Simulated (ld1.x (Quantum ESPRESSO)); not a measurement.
## Plane-wave convergence, ultrasoft potential for Au

ld1.x (Quantum ESPRESSO) 7.5 input, shortened:

```
&input
   title='Au', zed=79., rel=1, dft='PBE', iswitch=3,
   config='[Xe] 4f14 5d10 6s1 6p0'
 /
 &inputp
   pseudotype=3, tm=.true., lloc=-1, rcloc=2.94,
   nlcc=.false.,
   which_augfun='PSQ', rmatch_augfun=1.40
 /
6
6S  1  0   1.00   0.00  2.00  2.80  0.0
6S  1  0   0.00   0.90  2.00  2.80  0.0
6P  2  1   0.00   0.00  3.25  4.25  0.0
6P  2  1   0.00   0.75  3.25  4.25  0.0
5D  3  2  10.00   0.00  1.45  1.60  0.0
5D  3  2   0.00   3.75  1.45  1.60  0.0
 &test
   configts(1)='5d10 6s1 6p0'
 /
```

The pseudo-atom Hamiltonian at the reference potential is diagonalised in spherical Bessel functions j_l(qr) that vanish at 20 bohr, with q² up to the cutoff. All-electron valence levels (Ry): 6s -0.4235, 6p -0.0566, 5d -0.5054.

Problem. How do the lowest levels (Ry) of each channel move with the cutoff, and are there ghosts?

Solution.

```json
{"cutoff (Ry)": "8", "s #1": "-0.4235", "s #2": "0.0101", "p #1": "-0.0565", "p #2": "0.0581", "d #1": "0.0367", "d #2": "0.0862", "f #1": "0.1148", "Σ f·Δε (mRy)": "5421.7"}
{"cutoff (Ry)": "12", "s #1": "-0.4235", "s #2": "0.0101", "p #1": "-0.0566", "p #2": "0.0581", "d #1": "-0.1365", "d #2": "0.0709", "f #1": "0.1148", "Σ f·Δε (mRy)": "3689.7"}
{"cutoff (Ry)": "15", "s #1": "-0.4235", "s #2": "0.0101", "p #1": "-0.0566", "p #2": "0.0581", "d #1": "-0.2350", "d #2": "0.0697", "f #1": "0.1148", "Σ f·Δε (mRy)": "2705.1"}
{"cutoff (Ry)": "21", "s #1": "-0.4235", "s #2": "0.0101", "p #1": "-0.0566", "p #2": "0.0581", "d #1": "-0.4124", "d #2": "0.0686", "f #1": "0.1148", "Σ f·Δε (mRy)": "931.0"}
{"cutoff (Ry)": "25", "s #1": "-0.4235", "s #2": "0.0101", "p #1": "-0.0566", "p #2": "0.0581", "d #1": "-0.4529", "d #2": "0.0684", "f #1": "0.1148", "Σ f·Δε (mRy)": "525.8"}
{"cutoff (Ry)": "35", "s #1": "-0.4235", "s #2": "0.0101", "p #1": "-0.0566", "p #2": "0.0581", "d #1": "-0.5014", "d #2": "0.0682", "f #1": "0.1148", "Σ f·Δε (mRy)": "41.2"}
{"cutoff (Ry)": "45", "s #1": "-0.4235", "s #2": "0.0101", "p #1": "-0.0566", "p #2": "0.0581", "d #1": "-0.5049", "d #2": "0.0681", "f #1": "0.1148", "Σ f·Δε (mRy)": "5.7"}
{"cutoff (Ry)": "50", "s #1": "-0.4235", "s #2": "0.0101", "p #1": "-0.0566", "p #2": "0.0581", "d #1": "-0.5050", "d #2": "0.0681", "f #1": "0.1148", "Σ f·Δε (mRy)": "5.3"}
{"cutoff (Ry)": "60", "s #1": "-0.4235", "s #2": "0.0101", "p #1": "-0.0566", "p #2": "0.0581", "d #1": "-0.5052", "d #2": "0.0681", "f #1": "0.1148", "Σ f·Δε (mRy)": "2.5"}
{"cutoff (Ry)": "70", "s #1": "-0.4235", "s #2": "0.0101", "p #1": "-0.0566", "p #2": "0.0581", "d #1": "-0.5054", "d #2": "0.0681", "f #1": "0.1148", "Σ f·Δε (mRy)": "0.7"}
{"cutoff (Ry)": "90", "s #1": "-0.4235", "s #2": "0.0101", "p #1": "-0.0566", "p #2": "0.0581", "d #1": "-0.5054", "d #2": "0.0681", "f #1": "0.1148", "Σ f·Δε (mRy)": "0.5"}
{"cutoff (Ry)": "400", "s #1": "-0.4235", "s #2": "0.0101", "p #1": "-0.0566", "p #2": "0.0581", "d #1": "-0.5055", "d #2": "0.0681", "f #1": "0.1148", "Σ f·Δε (mRy)": "0.0"}
```

Result: no extra level below or beside the all-electron valence levels (s, p, d, f tested); 10 mRy is reached at 40 Ry and 1 mRy at 70 Ry.
